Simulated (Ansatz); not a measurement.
Ansatz (a program for electronic structure) input (HF/3-21G): The .json file is the Basis Set Exchange's 3-21G.

Ansatz 0.2 input:
```yaml
crystal:
  periodic: [false, false, false]
  atoms:
    - {symbol: Te, position_ang: [-0.00000000, -0.00000000, -0.58657240]}
    - {symbol: Cl, position_ang: [0.00000000, 0.00000000, 1.79422145]}
basis:
  gaussian:
    orbitals: 3-21G.json
hamiltonian:
  xc: {name: HF}
total_charge: 1
phonons: {temperatures: {t_min: 298.15, t_max: 298.15, t_step: 100}}
```

Output:

```
WARN ansatz: RAYON_NUM_THREADS=1 ignored (pool sized by the plan → 1); use --threads N
Functional definition: HF
integrals: 0.01 GiB planned
581 factors; integrals over basis functions are off by at most 6.0e-5 eV
mean field: 0.12 GiB planned
mean field evaluation 1: about -191569.3408 eV, gradient 2.5e1 eV
mean field evaluation 2: about -191569.3460 eV, gradient 2.5e1 eV
mean field evaluation 4: about -191571.6013 eV, gradient 1.5e0 eV
mean field evaluation 8: about -191571.6296 eV, gradient 1.0e-2 eV
mean field evaluation 16: about -191570.2149 eV, gradient 2.1e1 eV
mean field -191571.62962766 eV, -7040.1275369023 hartree, gradient 2.0e-5 eV, S^2 0.000000; 0 other end points of the search recorded, 0 dependent functions left out
the calculation of the forces begins
reference -191571.62962766 eV, -7040.1275369023 hartree; 34, 34 occupied and 12, 12 virtual orbitals, 581 factors
these checks for a lower state are left out or cut short: stability, starts, cluster_reference, orbital_swaps, neighbouring_geometries, increment
integrals: 0.01 GiB planned
581 factors; integrals over basis functions are off by at most 6.0e-5 eV
mean field: 0.12 GiB planned
mean field -191571.62962767 eV, -7040.1275369023 hartree, gradient 1.5e-6 eV, S^2 0.000000; 0 other end points of the search recorded, 0 dependent functions left out
the calculation of the forces begins
reference -191571.62962767 eV, -7040.1275369023 hartree; 34, 34 occupied and 12, 12 virtual orbitals, 581 factors
these checks for a lower state are left out or cut short: stability, starts, cluster_reference, orbital_swaps, neighbouring_geometries, increment
integrals: 0.01 GiB planned
581 factors; integrals over basis functions are off by at most 6.0e-5 eV
mean field: 0.12 GiB planned
mean field evaluation 32: about -191571.6296 eV, gradient 1.5e-6 eV
mean field -191571.62962767 eV, -7040.1275369023 hartree, gradient 1.5e-6 eV, S^2 0.000000; 0 other end points of the search recorded, 0 dependent functions left out
the calculation of the forces begins
reference -191571.62962767 eV, -7040.1275369023 hartree; 34, 34 occupied and 12, 12 virtual orbitals, 581 factors
these checks for a lower state are left out or cut short: stability, starts, cluster_reference, orbital_swaps, neighbouring_geometries, increment
integrals: 0.01 GiB planned
581 factors; integrals over basis functions are off by at most 6.0e-5 eV
mean field: 0.12 GiB planned
mean field -191571.62962767 eV, -7040.1275369024 hartree, gradient 3.6e-7 eV, S^2 0.000000; 0 other end points of the search recorded, 0 dependent functions left out
the calculation of the forces begins
reference -191571.62962767 eV, -7040.1275369024 hartree; 34, 34 occupied and 12, 12 virtual orbitals, 581 factors
these checks for a lower state are left out or cut short: stability, starts, cluster_reference, orbital_swaps, neighbouring_geometries, increment
integrals: 0.01 GiB planned
581 factors; integrals over basis functions are off by at most 6.0e-5 eV
mean field: 0.12 GiB planned
mean field -191571.62962767 eV, -7040.1275369024 hartree, gradient 3.6e-7 eV, S^2 0.000000; 0 other end points of the search recorded, 0 dependent functions left out
the calculation of the forces begins
reference -191571.62962767 eV, -7040.1275369024 hartree; 34, 34 occupied and 12, 12 virtual orbitals, 581 factors
these checks for a lower state are left out or cut short: stability, starts, cluster_reference, orbital_swaps, neighbouring_geometries, increment
integrals: 0.01 GiB planned
581 factors; integrals over basis functions are off by at most 6.0e-5 eV
mean field: 0.12 GiB planned
mean field -191571.62957790 eV, -7040.1275350734 hartree, gradient 2.3e-6 eV, S^2 0.000000; 0 other end points of the search recorded, 0 dependent functions left out
the calculation of the forces begins
reference -191571.62957790 eV, -7040.1275350734 hartree; 34, 34 occupied and 12, 12 virtual orbitals, 581 factors
these checks for a lower state are left out or cut short: stability, starts, cluster_reference, orbital_swaps, neighbouring_geometries, increment
integrals: 0.01 GiB planned
581 factors; integrals over basis functions are off by at most 6.0e-5 eV
mean field: 0.12 GiB planned
mean field -191571.62958105 eV, -7040.1275351893 hartree, gradient 2.3e-6 eV, S^2 0.000000; 0 other end points of the search recorded, 0 dependent functions left out
the calculation of the forces begins
reference -191571.62958105 eV, -7040.1275351893 hartree; 34, 34 occupied and 12, 12 virtual orbitals, 581 factors
these checks for a lower state are left out or cut short: stability, starts, cluster_reference, orbital_swaps, neighbouring_geometries, increment
integrals: 0.01 GiB planned
581 factors; integrals over basis functions are off by at most 6.0e-5 eV
mean field: 0.12 GiB planned
mean field evaluation 64: about -191571.6296 eV, gradient 5.9e-2 eV
mean field -191571.62962767 eV, -7040.1275369023 hartree, gradient 1.5e-6 eV, S^2 0.000000; 0 other end points of the search recorded, 0 dependent functions left out
the calculation of the forces begins
reference -191571.62962767 eV, -7040.1275369023 hartree; 34, 34 occupied and 12, 12 virtual orbitals, 581 factors
these checks for a lower state are left out or cut short: stability, starts, cluster_reference, orbital_swaps, neighbouring_geometries, increment
integrals: 0.01 GiB planned
581 factors; integrals over basis functions are off by at most 6.0e-5 eV
mean field: 0.12 GiB planned
mean field -191571.62962767 eV, -7040.1275369023 hartree, gradient 1.5e-6 eV, S^2 0.000000; 0 other end points of the search recorded, 0 dependent functions left out
the calculation of the forces begins
reference -191571.62962767 eV, -7040.1275369023 hartree; 34, 34 occupied and 12, 12 virtual orbitals, 581 factors
these checks for a lower state are left out or cut short: stability, starts, cluster_reference, orbital_swaps, neighbouring_geometries, increment
integrals: 0.01 GiB planned
581 factors; integrals over basis functions are off by at most 6.0e-5 eV
mean field: 0.12 GiB planned
mean field -191571.62962767 eV, -7040.1275369024 hartree, gradient 3.6e-7 eV, S^2 0.000000; 0 other end points of the search recorded, 0 dependent functions left out
the calculation of the forces begins
reference -191571.62962767 eV, -7040.1275369024 hartree; 34, 34 occupied and 12, 12 virtual orbitals, 581 factors
these checks for a lower state are left out or cut short: stability, starts, cluster_reference, orbital_swaps, neighbouring_geometries, increment
integrals: 0.01 GiB planned
581 factors; integrals over basis functions are off by at most 6.0e-5 eV
mean field: 0.12 GiB planned
mean field -191571.62962767 eV, -7040.1275369024 hartree, gradient 3.6e-7 eV, S^2 0.000000; 0 other end points of the search recorded, 0 dependent functions left out
the calculation of the forces begins
reference -191571.62962767 eV, -7040.1275369024 hartree; 34, 34 occupied and 12, 12 virtual orbitals, 581 factors
these checks for a lower state are left out or cut short: stability, starts, cluster_reference, orbital_swaps, neighbouring_geometries, increment
integrals: 0.01 GiB planned
581 factors; integrals over basis functions are off by at most 6.0e-5 eV
mean field: 0.12 GiB planned
mean field evaluation 96: about -191571.6296 eV, gradient 2.0e-6 eV
mean field -191571.62958105 eV, -7040.1275351893 hartree, gradient 2.3e-6 eV, S^2 0.000000; 0 other end points of the search recorded, 0 dependent functions left out
the calculation of the forces begins
reference -191571.62958105 eV, -7040.1275351893 hartree; 34, 34 occupied and 12, 12 virtual orbitals, 581 factors
these checks for a lower state are left out or cut short: stability, starts, cluster_reference, orbital_swaps, neighbouring_geometries, increment
integrals: 0.01 GiB planned
581 factors; integrals over basis functions are off by at most 6.0e-5 eV
mean field: 0.12 GiB planned
mean field -191571.62957790 eV, -7040.1275350734 hartree, gradient 2.3e-6 eV, S^2 0.000000; 0 other end points of the search recorded, 0 dependent functions left out
the calculation of the forces begins
reference -191571.62957790 eV, -7040.1275350734 hartree; 34, 34 occupied and 12, 12 virtual orbitals, 581 factors
Total energy: -191571.62962766 eV, -7040.1275369023 hartree
Atom 0 at    -0.000000    -0.000000    -0.586572 Å, force     0.000000    -0.000000    -0.000536 eV/Å
Atom 1 at     0.000000     0.000000     1.794221 Å, force    -0.000000     0.000000     0.000536 eV/Å
Dipole moment:     0.000000    -0.000000    -0.673010 e Å
Vibrations: 388.53 cm⁻¹, zero-point energy 0.024086 eV
```

The blocks after the first are displaced geometries, from whose forces the wavenumbers follow.

The dipole moment of an ion depends on the origin.
